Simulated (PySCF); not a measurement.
**Electron correlation in Zn⁺ (zinc, charge +1)**

[Ar] 3d10 4s1, 2S determinant. Calculation: PySCF 2.14, in dyall-av2z (16s12p7d2f, 101 functions); the non-relativistic Hamiltonian (point nucleus). Frozen: [Ar]; 11 electrons correlated; the 34 highest virtual orbitals of each spin left out.

MP2 pair energies summed by pair of shells (mhartree):

| pair | energy | share (%) |
| --- | --- | --- |
| 3d-3d | -384.86 | 94.0 |
| 3d-4s | -24.46 | 6.0 |

Total MP2 correlation energy: -409.32 mhartree.

Same-spin part -151.98 and opposite-spin part -257.33 mhartree; SCS-MP2 scales them by 1/3 and 6/5 to -359.46 mhartree.
